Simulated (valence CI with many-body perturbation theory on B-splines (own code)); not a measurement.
The numbers below are computed, except where a source is named.
**Te²⁰⁺: magnetic and hyperfine properties of the levels**

Method: configuration interaction combined with many-body perturbation theory (CI+MBPT): four valence electrons over a frozen Dirac-Fock core [Ar] 3d10, radial functions for each j: 11 s, 11 p, 10 d, 8 f, 5 g, 2 h, with the one-electron correlation potential Σ1, the two-electron term Σ2, the three-electron term Σ3, Breit, model QED; selected CI, second order for the rest, scaled by the run's own slope (own B-spline code, finite nucleus).

No measured spectrum was set against this ion. As an estimate, levels hold to about 250 cm⁻¹ or 0.2 % of their energy and the worst to 1 %, as in measured heavy ions of charge 2 to 7; those with d or f electrons hold less well. Among the levels kept, up to 500 cm⁻¹ of a level comes from second order outside the variational space, and about a tenth of that is noise between levels of different J, which matters for small intervals.

A/g_I is the dipole constant over the nuclear g factor μ/I (μ in nuclear magnetons, uniformly magnetised nucleus), B/Q the quadrupole constant per barn. Both hold the static response of the core; the bare values leave it out. Large factors of s and p1/2 electrons are usually good to 5 to 10 %; those of open d and f shells near neutrality can be off by tens of per cent, and small factors of p3/2, d and f electrons come from cancelling terms and can be off by a factor of two or in sign, in half-filled shells by more. B is blank for J = 1/2, where it vanishes, and for nearly pure S terms. Energies count from the lowest level. Levels with J = 0 are left out.

Levels are named by their leading jj configuration (3d3/2^4 stands for four electrons in 3d with j = 3/2), which in mixed levels can hold well under half, so a name can repeat and another be missing. Letters in brackets count levels of one name in rising energy.

| Level | E (eV) | g | A/g_I (MHz) | A/g_I bare | B/Q (MHz/b) | B/Q bare |
| --- | --- | --- | --- | --- | --- | --- |
| (4s^2 4p1/2 4p3/2) J=1 | 10.97 | 1.500 | -3630 | -3630 | 11700 | 11100 |
| (4s^2 4p1/2 4p3/2) J=2 | 13.23 | 1.234 | 27600 | 26200 | 12800 | 12100 |
| (4s^2 4p3/2^2) J=2 | 25.97 | 1.264 | 13500 | 12700 | 10500 | 9940 |
| (4s 4p1/2^2 4p3/2) J=2 | 55.03 | 1.819 | 68600 | 65300 | 8720 | 8240 |
| (4s 4p1/2^2 4p3/2) J=1 | 63.58 | 0.838 | -38100 | -36200 | 20300 | 19200 |
| (4s 4p1/2 4p3/2^2) J=2 [a] | 67.05 | 1.381 | 49700 | 47300 | 23400 | 22100 |
| (4s 4p1/2 4p3/2^2) J=3 | 70.64 | 1.332 | 61700 | 58700 | -1560 | -1450 |
| (4s 4p1/2 4p3/2^2) J=1 [a] | 77.01 | 1.289 | 61900 | 58900 | -21600 | -20400 |
| (4s 4p1/2 4p3/2^2) J=2 [b] | 77.77 | 1.181 | 12200 | 11600 | -19400 | -18400 |
| (4s 4p1/2 4p3/2^2) J=1 [b] | 83.11 | 1.535 | 15400 | 14600 | 2680 | 2540 |
| (4s 4p3/2^3) J=2 | 87.36 | 1.231 | 58300 | 55500 | -14800 | -14000 |
| (4s^2 4p1/2 4d3/2) J=2 | 91.56 | 0.758 | 23500 | 22500 | 10500 | 9930 |
| (4s^2 4p1/2 4d5/2) J=3 | 96.26 | 1.099 | 14100 | 13600 | 10500 | 9950 |
| (4s 4p3/2^3) J=1 | 97.07 | 1.317 | -31900 | -30300 | -1300 | -1210 |
| (4s^2 4p1/2 4d5/2) J=2 | 99.11 | 1.277 | -3060 | -2750 | 3060 | 2880 |
| (4s^2 4p1/2 4d3/2) J=1 | 100.11 | 0.837 | -16500 | -15500 | 2240 | 2120 |
| (4s^2 4p3/2 4d5/2) J=4 | 105.91 | 1.249 | 6070 | 5820 | 28200 | 26700 |
| (4s^2 4p3/2 4d3/2) J=2 | 108.80 | 1.042 | 5530 | 5250 | -3220 | -3060 |
| (4s^2 4p3/2 4d3/2) J=3 | 110.93 | 1.250 | 9910 | 9490 | 897 | 874 |
| (4s^2 4p3/2 4d3/2) J=1 | 111.13 | 1.209 | 6100 | 5950 | -11400 | -10800 |
| (4s^2 4p3/2 4d5/2) J=2 | 112.76 | 1.304 | 10800 | 10400 | -15800 | -14900 |
| (4s^2 4p3/2 4d5/2) J=3 | 118.31 | 1.064 | 7760 | 7460 | 18500 | 17500 |
| (4s^2 4p3/2 4d5/2) J=1 | 120.14 | 0.967 | -3470 | -3070 | 3550 | 3360 |
| (4p1/2^2 4p3/2^2) J=2 | 124.59 | 1.356 | 14400 | 13900 | 883 | 839 |
| (4s 4p1/2^2 4d3/2) J=1 | 133.45 | 0.295 | -46100 | -43700 | 1220 | 1150 |
| (4s 4p1/2^2 4d3/2) J=2 | 134.98 | 1.145 | 26000 | 24900 | 5980 | 5640 |
| (4p1/2 4p3/2^3) J=1 | 136.70 | 1.405 | -1510 | -1270 | -9100 | -8610 |
| (4p1/2 4p3/2^3) J=2 | 138.02 | 1.135 | 29000 | 27700 | -24800 | -23500 |
| (4s 4p1/2^2 4d5/2) J=3 | 138.02 | 1.359 | 33000 | 31500 | 10300 | 9700 |
| (4s 4p1/2 4p3/2 4d3/2) J=1 [a] | 143.36 | 1.351 | 32900 | 31400 | -13100 | -12400 |
| (4s 4p1/2 4p3/2 4d3/2) J=2 [a] | 143.41 | 1.193 | 21900 | 21000 | -12300 | -11600 |
| (4s 4p1/2 4p3/2 4d3/2) J=3 [a] | 144.01 | 1.273 | 38300 | 36500 | -10800 | -10200 |
| (4s 4p1/2 4p3/2 4d5/2) J=4 [a] | 144.10 | 1.368 | 28600 | 27300 | 17200 | 16300 |
| (4s 4p1/2^2 4d5/2) J=2 | 145.66 | 0.921 | -1010 | -816 | -1630 | -1520 |

Question: Take the isotope of mass number 123, with I = 1/2, μ = -0.7358 μN. What is the hyperfine structure of (4s 4p1/2^2 4p3/2) J=1?

Answer: From the table A = 56100 MHz. Shifts from the centre of gravity in MHz: F = 1/2: -56100, F = 3/2: 28000.
